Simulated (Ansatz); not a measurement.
A structure relaxed at PBE-D4/def2-SVPD in Ansatz, charge -1, singlet:

Cartesian coordinates in Å:
```
Bi 2.592 -1.487 1.087
B -0.210 0.513 -2.459
B -1.904 0.948 0.075
B 1.775 -0.757 -0.892
B 0.185 0.047 -0.865
B 0.664 -0.643 1.917
B -0.457 0.109 0.753
B -1.831 0.659 1.602
B -0.687 -0.054 2.448
B 1.179 -0.230 -2.241
B -1.306 0.895 -1.424
```

Problem. Give its formula and point group.

Solution. the cluster BiB10⁻. Point group C2v (tolerance 0.1 Å).

Problem. Summarise the bond lengths by kind (pairs closer than 1.2 times the sum of covalent radii, bridged metal pairs left out).

Solution. 16 × B–B 1.55 to 1.80 Å; 2 × B–Bi 2.26 Å.

In the def2 sets Bi takes a core potential; there is no spin–orbit coupling. The restricted singlet is unstable towards broken spin symmetry in Hartree–Fock (as tested in another run); at PBE-D4/def2-SVPD this wasn't settled. Another isomer (singlet) lies 0.63 eV lower at PBE0-D4/def2-TZVPD; other spin states weren't run for this one.
